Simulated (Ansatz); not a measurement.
`C[SiH]1SS1`. Total charge 0; spin multiplicity 1.

```xyz
8

C     0.187   -0.186    1.105
Si   -0.314    0.354   -0.592
S    -0.558   -1.077   -2.109
S     1.088    0.307   -2.155
H     0.660    0.640    1.642
H    -0.689   -0.505    1.675
H     0.890   -1.017    1.037
H    -1.266    1.486   -0.603
```

Question: List the harmonic frequencies (cm⁻¹, unscaled) at PBE0-D4/def2-TZVP in Ansatz. (Best estimate.)

Answer: The calculation gave: 143, 168, 206, 431, 464, 587, 606, 696, 770, 789, 908, 1273, 1439, 1440, 2258, 3053, 3135, 3159.

Question: Is this a minimum?

Answer: Yes, all 18 modes are real.

Question: Give the ideal-gas thermochemistry at 298.15 K and 1 bar (rigid rotor, harmonic oscillator; point group Cs, symmetry number 1).

Answer: Zero-point energy 128.7 kJ/mol; H(298) − E = 146.6 kJ/mol; entropy 323.9 J/(mol·K), of which translation 167.3, rotation 111.5, vibration 45.1; G(298) − E = 50.1 kJ/mol.
